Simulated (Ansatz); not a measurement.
Reaction (ligand exchange at the Si–O bond): `CC[SiH](O)[SiH3]` + H–F → `CC[SiH](F)[SiH3]` + H₂O

Program: Ansatz. Geometries: PBE0-D4/def2-TZVP. ΔE: electronic, gas phase. CBS: MP2 limit from def2 TZ/QZ plus the TZ coupled-cluster correction, frozen cores. This one scheme is used for every species. DFT in def2-TZVPP. One conformer a species, not always the lowest.

```
         level  ΔE (kJ/mol)
       PBE0-D4        -43.5
        r2SCAN        -48.3
MP2/def2-TZVPP        -41.0
MP2/def2-QZVPP        -42.5
```

Task: What does CCSD(T)/CBS give? (Estimate.)

Result: The calculation gave: -45.0 kJ/mol. The listed levels differ from it by 1.5, -3.3, 4.0, 2.5 kJ/mol.

Largest T1 diagnostic among the species: 0.011.

The D4 term adds +4.3 kJ/mol with B3LYP and +2.4 kJ/mol with PBE0; it sums over pairs of atoms, weighted by their polarisabilities, and B3LYP, whose exchange is more repulsive, gets the larger term. In def2-TZVPP, CCSD(T) changes the Hartree–Fock value by +9.3 kJ/mol (the triples alone add +1.5 kJ/mol) and MP2 by +11.5 kJ/mol.

B3LYP here is the variant with VWN-RPA as its local correlation; programs differ in this.
